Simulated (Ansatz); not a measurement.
Relaxation of Li7Al3⁺ with UKS PBE0-D4/def2-SVP.

```sh
$ ansatz run in.yaml --threads 4 --pin off --events-out ev --progress --plain --max-ram 4787MiB
```

```yaml
crystal:
  periodic: [false, false, false]
  atoms:
    - {symbol: Li, position_ang: [0.173540, 1.842410, 2.526230]}
    - {symbol: Li, position_ang: [0.495480, -1.841420, 0.565530]}
    - {symbol: Li, position_ang: [0.015780, -1.371020, -1.725910]}
    - {symbol: Li, position_ang: [1.827140, 0.098860, 1.759860]}
    - {symbol: Li, position_ang: [-2.201800, -1.088830, 0.142460]}
    - {symbol: Li, position_ang: [2.316970, 0.058630, -0.787200]}
    - {symbol: Li, position_ang: [-0.935840, -0.463440, 2.337070]}
    - {symbol: Al, position_ang: [-1.987970, 0.607020, -2.072310]}
    - {symbol: Al, position_ang: [0.554720, 1.272950, -2.591720]}
    - {symbol: Al, position_ang: [-0.258010, 0.884850, -0.154030]}
basis:
  gaussian: {orbitals: def2-SVP}
total_charge: 1
magnetization: {spin_polarized: true, initial_magnetization: 1}
hamiltonian: {xc: pbe0, dispersion: d4}
scf: {lower_state_search: "off"}
output: {orbitals: {seedname: orbitals}}
relax: {f_tol: 0.02, max_steps: 100}
```

It took 2 min on 4 threads of Arm Neoverse V1 on a shared host.

Positions (Å) and forces (eV/Å) at steps 1, 2, 3, 4, 5, 6, 7, 8, 9, 10, 11, 12, 13, 14, 15, 16, 17, 18, 19, 20, 21, 22, 24 of 24:

```xyz
10
step=1 energy=-21197.7301 eV
Li    0.174    1.842    2.526   -0.199    0.872   -0.012
Li    0.495   -1.841    0.566    0.283   -0.394    0.711
Li    0.016   -1.371   -1.726   -0.177   -0.057   -1.046
Li    1.827    0.099    1.760    0.393   -0.184    0.378
Li   -2.202   -1.089    0.142   -0.802    0.002   -0.452
Li    2.317    0.059   -0.787    0.448    0.292   -0.659
Li   -0.936   -0.463    2.337   -0.148   -0.196    0.498
Al   -1.988    0.607   -2.072    0.186    0.114   -0.267
Al    0.555    1.273   -2.592   -0.304    0.008   -0.178
Al   -0.258    0.885   -0.154    0.320   -0.458    1.026
10
step=2 energy=-21198.5801 eV
Li    0.137    2.011    2.518   -0.141    0.506   -0.166
Li    0.539   -1.914    0.659    0.107   -0.252    0.260
Li   -0.010   -1.397   -1.898   -0.109    0.014   -0.534
Li    1.906    0.077    1.839    0.210   -0.046    0.222
Li   -2.375   -1.085    0.053   -0.382    0.080   -0.252
Li    2.417    0.126   -0.922    0.178    0.220   -0.348
Li   -0.970   -0.497    2.441   -0.088   -0.080    0.269
Al   -1.947    0.629   -2.075    0.044    0.041    0.010
Al    0.510    1.277   -2.577   -0.049    0.027    0.029
Al   -0.207    0.773   -0.037    0.229   -0.510    0.509
10
step=3 energy=-21199.0440 eV
Li    0.091    2.149    2.430   -0.139    0.448   -0.187
Li    0.562   -1.995    0.708    0.086   -0.311    0.090
Li   -0.040   -1.391   -2.039   -0.040   -0.078   -0.325
Li    1.955    0.070    1.903    0.079   -0.015    0.128
Li   -2.470   -1.061   -0.002   -0.102    0.033   -0.137
Li    2.464    0.188   -1.001    0.012    0.061   -0.158
Li   -0.988   -0.513    2.515   -0.019   -0.016    0.136
Al   -1.928    0.649   -2.037    0.239    0.233   -0.091
Al    0.501    1.292   -2.531   -0.321    0.070    0.033
Al   -0.148    0.612    0.054    0.205   -0.425    0.512
10
step=4 energy=-21199.3443 eV
Li    0.039    2.306    2.347   -0.102    0.220   -0.234
Li    0.594   -2.113    0.738    0.058   -0.248    0.009
Li   -0.059   -1.404   -2.149   -0.044   -0.002   -0.233
Li    1.974    0.066    1.957    0.034    0.049    0.086
Li   -2.487   -1.048   -0.057   -0.018    0.039   -0.080
Li    2.453    0.202   -1.055   -0.032    0.028   -0.070
Li   -0.986   -0.518    2.570   -0.022    0.039    0.096
Al   -1.891    0.714   -2.023   -0.059    0.063    0.125
Al    0.451    1.329   -2.498    0.070    0.084    0.109
Al   -0.089    0.467    0.170    0.116   -0.273    0.192
10
step=5 energy=-21199.5269 eV
Li   -0.021    2.415    2.198   -0.076    0.052   -0.280
Li    0.624   -2.227    0.738    0.042   -0.153    0.016
Li   -0.084   -1.393   -2.260   -0.053    0.063   -0.173
Li    1.980    0.088    1.999    0.030    0.049    0.078
Li   -2.482   -1.051   -0.078   -0.012    0.011   -0.036
Li    2.445    0.187   -1.071   -0.008    0.004   -0.030
Li   -0.987   -0.499    2.610   -0.019    0.036    0.081
Al   -1.879    0.771   -1.952   -0.129    0.011    0.146
Al    0.446    1.375   -2.418    0.161    0.079    0.092
Al   -0.041    0.334    0.234    0.063   -0.152    0.104
10
step=6 energy=-21199.6704 eV
Li   -0.072    2.457    2.014   -0.058   -0.039   -0.293
Li    0.650   -2.308    0.749    0.162   -0.334    0.125
Li   -0.116   -1.350   -2.351   -0.044   -0.001   -0.370
Li    1.991    0.109    2.040    0.010    0.072    0.260
Li   -2.480   -1.061   -0.082   -0.549   -0.069   -0.061
Li    2.446    0.170   -1.071    0.350    0.121   -0.178
Li   -0.991   -0.483    2.649    0.074    0.099    0.285
Al   -1.878    0.817   -1.878   -0.022    0.082    0.078
Al    0.458    1.418   -2.344    0.027    0.082    0.080
Al   -0.008    0.232    0.274    0.050   -0.013    0.076
10
step=7 energy=-21199.8090 eV
Li   -0.118    2.470    1.825   -0.038   -0.100   -0.325
Li    0.724   -2.435    0.789   -0.023    0.064    0.001
Li   -0.142   -1.316   -2.480   -0.047    0.150    0.027
Li    1.985    0.134    2.121    0.023    0.028   -0.026
Li   -2.631   -1.050   -0.093    0.201    0.063    0.008
Li    2.526    0.206   -1.101   -0.135   -0.027    0.081
Li   -0.957   -0.453    2.729   -0.049   -0.013   -0.002
Al   -1.870    0.865   -1.821   -0.092   -0.051    0.201
Al    0.462    1.457   -2.280    0.166    0.022    0.150
Al    0.022    0.122    0.311   -0.007   -0.138   -0.113
10
step=8 energy=-21199.9381 eV
Li   -0.155    2.468    1.629    0.019    0.041   -0.428
Li    0.737   -2.478    0.810    0.092   -0.080   -0.121
Li   -0.168   -1.257   -2.512   -0.041    0.165    0.056
Li    1.984    0.152    2.117    0.205    0.067   -0.051
Li   -2.599   -1.073   -0.077    0.050    0.003   -0.166
Li    2.524    0.176   -1.075   -0.096   -0.025    0.057
Li   -0.968   -0.444    2.726   -0.313   -0.076    0.467
Al   -1.868    0.909   -1.728   -0.054   -0.012    0.150
Al    0.478    1.501   -2.185    0.103    0.035    0.120
Al    0.035    0.046    0.295    0.035   -0.118   -0.084
10
step=9 energy=-21200.0551 eV
Li   -0.157    2.491    1.435   -0.260   -0.019   -0.459
Li    0.782   -2.531    0.782   -0.153   -0.197   -0.080
Li   -0.187   -1.202   -2.518   -0.035    0.174    0.091
Li    2.025    0.177    2.100    0.618    0.111    0.527
Li   -2.597   -1.107   -0.123    0.155    0.036    0.064
Li    2.506    0.150   -1.047   -0.035   -0.040   -0.270
Li   -1.025   -0.436    2.808   -0.242   -0.039   -0.095
Al   -1.868    0.950   -1.661    0.028    0.033    0.123
Al    0.490    1.538   -2.109    0.001    0.055    0.155
Al    0.031   -0.029    0.333   -0.076   -0.114   -0.056
10
step=10 energy=-21200.1579 eV
Li   -0.224    2.499    1.248   -0.031   -0.320   -0.436
Li    0.761   -2.605    0.762   -0.010    0.085    0.077
Li   -0.203   -1.148   -2.513   -0.025    0.129    0.063
Li    2.110    0.211    2.161   -0.207   -0.035   -0.104
Li   -2.561   -1.118   -0.117    0.150    0.016    0.097
Li    2.506    0.125   -1.091   -0.065   -0.042    0.127
Li   -1.095   -0.440    2.821    0.154    0.032   -0.211
Al   -1.866    0.987   -1.595    0.103    0.121    0.137
Al    0.494    1.581   -2.041   -0.079    0.086    0.167
Al    0.078   -0.092    0.365    0.010   -0.071    0.083
10
step=11 energy=-21200.3003 eV
Li   -0.279    2.444    1.070   -0.037   -0.245   -0.415
Li    0.760   -2.642    0.814   -0.004    0.057    0.062
Li   -0.222   -1.085   -2.513   -0.041   -0.383   -0.623
Li    2.101    0.218    2.167   -0.205   -0.032   -0.117
Li   -2.537   -1.116   -0.091   -0.045   -0.004    0.268
Li    2.507    0.116   -1.081    0.182    0.048    0.231
Li   -1.083   -0.445    2.798    0.145    0.034   -0.197
Al   -1.851    1.037   -1.512    0.007    0.298    0.172
Al    0.508    1.622   -1.992   -0.073    0.274    0.190
Al    0.096   -0.148    0.339    0.071   -0.047    0.428
10
step=12 energy=-21200.4078 eV
Li   -0.335    2.395    0.889   -0.021   -0.147   -0.278
Li    0.756   -2.682    0.859   -0.014    0.069   -0.005
Li   -0.250   -1.069   -2.622   -0.019    0.276    0.253
Li    2.079    0.222    2.186   -0.176   -0.023   -0.112
Li   -2.528   -1.101   -0.025    0.162    0.004    0.006
Li    2.531    0.132   -1.040   -0.097   -0.068    0.065
Li   -1.054   -0.441    2.776    0.114    0.036   -0.146
Al   -1.836    1.087   -1.425    0.104    0.034    0.030
Al    0.518    1.664   -1.931   -0.095   -0.020    0.079
Al    0.119   -0.206    0.333    0.042   -0.160    0.107
10
step=13 energy=-21200.4671 eV
Li   -0.383    2.341    0.713    0.016    0.038    0.029
Li    0.754   -2.729    0.898   -0.016    0.075   -0.035
Li   -0.272   -0.999   -2.640   -0.010    0.239    0.255
Li    2.064    0.222    2.195   -0.142   -0.019   -0.105
Li   -2.493   -1.097    0.008    0.130   -0.009   -0.026
Li    2.528    0.129   -1.009   -0.085   -0.069    0.031
Li   -1.029   -0.434    2.765    0.081    0.028   -0.108
Al   -1.832    1.131   -1.370    0.085   -0.063   -0.089
Al    0.524    1.703   -1.891   -0.093   -0.104   -0.020
Al    0.139   -0.269    0.329    0.034   -0.116    0.068
10
step=14 energy=-21200.4853 eV
Li   -0.385    2.342    0.710    0.008    0.086    0.049
Li    0.749   -2.731    0.886   -0.009    0.060   -0.026
Li   -0.276   -0.976   -2.629   -0.007    0.199    0.225
Li    2.049    0.230    2.188   -0.103   -0.030   -0.075
Li   -2.470   -1.111    0.011    0.109   -0.013   -0.032
Li    2.523    0.110   -0.999   -0.081   -0.064    0.018
Li   -1.021   -0.418    2.756    0.060    0.002   -0.066
Al   -1.832    1.129   -1.371    0.073   -0.053   -0.101
Al    0.521    1.699   -1.885   -0.083   -0.091   -0.045
Al    0.141   -0.274    0.332    0.034   -0.096    0.053
10
step=15 energy=-21200.4460 eV rejected
Li   -0.397    2.458    0.694    0.007   -0.195   -0.100
Li    0.735   -2.715    0.791    0.001   -0.092    0.062
Li   -0.299   -0.832   -2.514   -0.110   -0.272   -0.135
Li    1.978    0.218    2.170    0.059    0.047    0.242
Li   -2.296   -1.200    0.007   -0.122   -0.027   -0.066
Li    2.450   -0.041   -0.941    0.346    0.039   -0.204
Li   -0.974   -0.397    2.742   -0.064    0.002    0.079
Al   -1.840    1.110   -1.434   -0.026    0.114    0.145
Al    0.497    1.663   -1.907   -0.010    0.190    0.063
Al    0.146   -0.265    0.391   -0.080    0.194   -0.085
10
step=16 energy=-21200.5167 eV
Li   -0.383    2.391    0.717    0.008   -0.041   -0.005
Li    0.756   -2.703    0.834    0.005    0.015    0.005
Li   -0.286   -0.937   -2.580   -0.010    0.025   -0.015
Li    2.015    0.248    2.178   -0.047   -0.012   -0.040
Li   -2.413   -1.168   -0.007    0.035    0.016    0.012
Li    2.502    0.014   -0.995   -0.039    0.000    0.039
Li   -1.016   -0.407    2.744    0.031    0.008   -0.034
Al   -1.822    1.132   -1.372   -0.103   -0.010   -0.008
Al    0.509    1.683   -1.868    0.092    0.031   -0.050
Al    0.138   -0.253    0.349    0.026   -0.033    0.096
10
step=17 energy=-21200.5133 eV rejected
Li   -0.384    2.360    0.688    0.002    0.007    0.038
Li    0.795   -2.711    0.859   -0.005    0.008   -0.010
Li   -0.320   -0.882   -2.655    0.008    0.067    0.144
Li    1.995    0.256    2.217    0.004    0.017   -0.046
Li   -2.364   -1.140   -0.017    0.003   -0.025   -0.015
Li    2.438   -0.020   -0.967   -0.004   -0.024   -0.010
Li   -0.981   -0.423    2.793   -0.026    0.015   -0.033
Al   -1.835    1.145   -1.417    0.078   -0.033    0.002
Al    0.516    1.684   -1.905   -0.045   -0.053    0.032
Al    0.140   -0.268    0.405   -0.016    0.021   -0.103
10
step=18 energy=-21200.5217 eV
Li   -0.379    2.370    0.715   -0.005    0.031    0.011
Li    0.780   -2.702    0.843    0.002    0.003    0.005
Li   -0.304   -0.904   -2.602   -0.018   -0.105   -0.220
Li    1.998    0.257    2.183    0.005   -0.006   -0.012
Li   -2.383   -1.163   -0.014   -0.050   -0.006    0.069
Li    2.467   -0.015   -0.979    0.064    0.021    0.053
Li   -1.003   -0.405    2.756   -0.001   -0.007   -0.003
Al   -1.827    1.139   -1.393   -0.056    0.020    0.020
Al    0.513    1.684   -1.884    0.047    0.045    0.001
Al    0.138   -0.260    0.375    0.012    0.005    0.077
10
step=19 energy=-21200.5168 eV rejected
Li   -0.379    2.367    0.718   -0.003    0.010    0.000
Li    0.791   -2.701    0.849   -0.001   -0.002    0.005
Li   -0.316   -0.899   -2.649    0.005    0.107    0.158
Li    1.994    0.260    2.186    0.013    0.004   -0.001
Li   -2.377   -1.159   -0.006    0.028    0.000   -0.039
Li    2.460   -0.022   -0.963   -0.036   -0.016   -0.025
Li   -0.998   -0.406    2.765   -0.008   -0.001    0.003
Al   -1.831    1.139   -1.400    0.062   -0.043   -0.014
Al    0.519    1.683   -1.889   -0.037   -0.059    0.012
Al    0.137   -0.261    0.389   -0.023   -0.001   -0.099
10
step=20 energy=-21200.5207 eV rejected
Li   -0.381    2.374    0.717    0.000   -0.006   -0.001
Li    0.782   -2.700    0.848    0.001    0.002    0.002
Li   -0.309   -0.903   -2.626    0.005    0.090    0.140
Li    1.999    0.256    2.181   -0.002    0.002   -0.009
Li   -2.385   -1.164   -0.007    0.035    0.004   -0.036
Li    2.470   -0.016   -0.971   -0.046   -0.015   -0.015
Li   -1.002   -0.406    2.757    0.001    0.003   -0.004
Al   -1.828    1.136   -1.393    0.022   -0.033   -0.013
Al    0.517    1.682   -1.883   -0.006   -0.036   -0.004
Al    0.137   -0.259    0.377   -0.011   -0.010   -0.059
10
step=21 energy=-21200.5223 eV
Li   -0.380    2.373    0.716   -0.002    0.006    0.002
Li    0.781   -2.702    0.845    0.001    0.003    0.003
Li   -0.306   -0.904   -2.614    0.003    0.061    0.091
Li    1.999    0.257    2.181    0.000   -0.001   -0.010
Li   -2.384   -1.164   -0.010    0.024    0.003   -0.021
Li    2.469   -0.015   -0.974   -0.032   -0.010   -0.005
Li   -1.003   -0.406    2.756    0.001   -0.001   -0.004
Al   -1.828    1.137   -1.393    0.009   -0.026   -0.010
Al    0.516    1.683   -1.883    0.003   -0.024   -0.006
Al    0.137   -0.260    0.376   -0.007   -0.010   -0.039
10
step=22 energy=-21200.5227 eV
Li   -0.382    2.374    0.715   -0.001    0.003    0.002
Li    0.783   -2.699    0.846    0.001    0.000    0.003
Li   -0.308   -0.899   -2.613    0.000    0.021    0.025
Li    1.997    0.256    2.180    0.003    0.002   -0.009
Li   -2.381   -1.166   -0.012    0.004   -0.001   -0.004
Li    2.466   -0.021   -0.974   -0.008   -0.004    0.003
Li   -1.001   -0.407    2.757   -0.002    0.001   -0.003
Al   -1.829    1.137   -1.393    0.021   -0.005   -0.006
Al    0.518    1.683   -1.883   -0.015   -0.011    0.005
Al    0.136   -0.258    0.376   -0.003   -0.006   -0.016
10
step=24 energy=-21200.5228 eV
Li   -0.385    2.376    0.718   -0.001   -0.001    0.001
Li    0.785   -2.697    0.851    0.001   -0.002    0.002
Li   -0.309   -0.896   -2.614   -0.002    0.004   -0.005
Li    1.998    0.260    2.174    0.003    0.001   -0.005
Li   -2.382   -1.168   -0.013    0.000    0.001    0.004
Li    2.468   -0.029   -0.974   -0.003    0.002    0.007
Li   -1.001   -0.408    2.754   -0.002    0.000    0.001
Al   -1.828    1.137   -1.393    0.008   -0.001   -0.003
Al    0.520    1.683   -1.877   -0.003   -0.004    0.001
Al    0.135   -0.259    0.374    0.000    0.001   -0.003
```

Another isomer (doublet) lies 0.48 eV lower at PBE0-D4/def2-TZVP; other spin states weren't run for this one.
